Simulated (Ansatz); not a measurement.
Reaction (isomerisation): `CC(C)[SiH2]O` → `CCO[SiH2]C`

Computed with Ansatz on PBE0-D4/def2-TZVP structures; ΔE is electronic, products minus reactants. CCSD(T)/CBS is the MP2 limit (def2-TZVPP, def2-QZVPP) plus CCSD(T) − MP2 in def2-TZVPP, frozen cores. DFT in def2-TZVPP. One conformer a species, not always the lowest.

`CC(C)[SiH2]O`:

Z-matrix (Å, degrees):
```
C
C 1 1.527
H 1 1.093 2 111.9
H 1 1.094 2 111.0 3 120.1
H 1 1.095 2 111.0 3 -120.4
C 2 1.527 1 111.4 3 176.7
Si 2 1.876 1 111.6 3 -58.3
H 2 1.100 1 108.7 3 57.4
H 6 1.095 2 111.0 1 60.9
H 6 1.095 2 111.1 1 -57.9
H 6 1.093 2 112.2 1 -178.4
O 7 1.654 2 112.2 1 -62.6
H 7 1.494 2 108.9 1 175.4
H 7 1.485 2 110.4 1 54.7
H 12 0.957 7 117.5 2 -78.4
```

`CCO[SiH2]C`:

Z-matrix (Å, degrees):
```
C
C 1 1.508
H 1 1.092 2 110.5
H 1 1.093 2 110.4 3 120.1
H 1 1.092 2 110.5 3 -119.8
O 2 1.413 1 109.4 3 59.8
H 2 1.099 1 110.2 3 -61.1
H 2 1.099 1 110.2 3 -179.2
Si 6 1.646 2 122.8 1 179.1
C 9 1.856 6 107.5 2 -179.9
H 9 1.493 6 109.9 2 58.9
H 9 1.493 6 109.8 2 -58.8
H 10 1.092 9 110.7 6 60.0
H 10 1.092 9 110.7 6 -60.2
H 10 1.093 9 110.4 6 179.9
```

Task: Is it downhill or uphill in electronic energy at CCSD(T)/CBS, and by how much? (Estimate.)

Result: Ansatz gave: Uphill: ΔE = +6.2 kcal/mol.

Task: What do these levels give: BLYP-D4, PBE0-D4, PBE, r2SCANh, MP2/def2-SVP, CCSD(T)/def2-SVP? (Estimate.)

Result: Computed: BLYP-D4 4.0, PBE0-D4 5.5, PBE 4.4, r2SCANh 4.6, MP2/def2-SVP 5.7, CCSD(T)/def2-SVP 4.3 kcal/mol.

Largest T1 diagnostic among the species: 0.010.

The D4 term adds +1.5 kcal/mol with B3LYP and +0.8 kcal/mol with PBE0; it sums over pairs of atoms, weighted by their polarisabilities, and B3LYP, whose exchange is more repulsive, gets the larger term. At CCSD(T), def2-SVP lies −1.9 kcal/mol from the extrapolated value and def2-TZVPP −0.4 kcal/mol. Leaving LDA and LC-ωPBE aside and taking each functional with its dispersion term where it has one, the values, not all of them listed here, spread over 2.1 kcal/mol, from CAM-B3LYP-D4 to PBE-QIDH. LDA lies +1.3 kcal/mol from PBE without D4.

B3LYP here is the variant with VWN-RPA as its local correlation; programs differ in this.
